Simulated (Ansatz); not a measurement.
Two isomers of H4MoN2O2: A = `[NH2][Mo]([NH2])(=[O])=[O]`, B = `[NH]=[Mo](=[NH])([OH])[OH]`.

Computed with Ansatz on PBE0-D4/def2-TZVP structures; ΔE is electronic, products minus reactants. CBS: MP2 limit from def2 TZ/QZ plus the TZ coupled-cluster correction, frozen cores. Functionals use def2-TZVPP. B3LYP here is the variant with VWN-RPA as its local correlation; programs differ in this. def2 core potentials past Kr. For Mo outer-core shells are correlated without core-valence functions, which leaves a few kJ/mol of doubt a bond. One conformer a species, not always the lowest.

A:

Z-matrix (Å, degrees):
```
Mo
N 1 1.932
O 1 1.683 2 107.8
N 1 1.932 2 111.3 3 118.1
O 1 1.683 2 107.9 3 -123.8
H 2 1.008 1 123.9 3 -24.1
H 2 1.008 1 123.9 3 148.0
H 4 1.008 1 123.9 2 -93.9
H 4 1.008 1 123.9 2 94.0
```

B:

```xyz
9

N     0.420    1.596    0.122
Mo    0.087   -0.089   -0.039
N    -1.547   -0.448    0.383
O     1.206   -1.056    1.142
O     0.374   -0.556   -1.850
H     0.187    2.556    0.335
H    -2.480   -0.214    0.693
H     1.993   -0.627    1.485
H    -0.239   -1.163   -2.271
```

Question: Which isomer does CCSD(T)/CBS put lower? Give the gap. (Best estimate.)

Answer: Ansatz gave: A, by 101.4 kJ/mol.

Question: Give E(B) − E(A) in kJ/mol with r2SCAN-D4, CCSD(T)/def2-SVP, MP2/def2-TZVPP, B2PLYP, HF/def2-TZVPP, B3LYP-D4, B3LYP. (Estimate.)

Answer: The calculation gave: r2SCAN-D4 123.9, CCSD(T)/def2-SVP 112.0, MP2/def2-TZVPP 117.6, B2PLYP 122.2, HF/def2-TZVPP 96.2, B3LYP-D4 115.6, B3LYP 116.2. None reverses the order clearly.

Question: Does the order hold for the free energy at 298.15 K (harmonic terms from PBE0-D4)? (Estimate.)

Answer: Ansatz gave: Yes: G(B) − G(A) = +95.6 kJ/mol, for one conformer each.

Largest T1 diagnostic: 0.024.

In def2-TZVPP, CCSD(T) changes the Hartree–Fock value by +13.6 kJ/mol (the triples alone add +7.4 kJ/mol) and MP2 by +21.3 kJ/mol. Leaving LDA and LC-ωPBE aside and taking each functional with its dispersion term where it has one, the values, not all of them listed here, spread over 20.6 kJ/mol, from BHLYP-D4 to revPBE-D4. LDA lies −8.8 kJ/mol from PBE without D4.
